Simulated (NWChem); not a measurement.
**Basis-set convergence for Au$_{2}$**

SMILES: [Au][Au]
```xyz
2

Au     0.0000     0.0000     1.2732
Au     0.0000     0.0000    -1.2732
```
Charge 0, spin multiplicity 1.

Everything below was run with NWChem. Structure: optimised with PBE/def2-SVP with def2 effective core potentials on Au, a minimum by its harmonic frequencies.

Quantity: LUMO energy at the level PBE.

Effective core potentials replace the inner electrons of Au; spin-orbit coupling is left out. The structure started from a generated list of species.

```
basis       functions  LUMO energy (eV)
----------  ---------  ----------------
def2-SVP           64             -4.25
def2-SVPD          70             -4.25
def2-TZVP          80             -4.30
def2-TZVPD         86             -4.30
def2-TZVPP        112             -4.29
def2-QZVP         144             -4.29
```

Smallest basis within 0.2 eV of def2-QZVP, the largest set run: def2-SVP, with 64 functions against 144 (also within reach: def2-SVPD, def2-TZVP, def2-TZVPD, def2-TZVPP). def2-QZVP isn't the basis-set limit itself, and a small set can land close by cancellation.
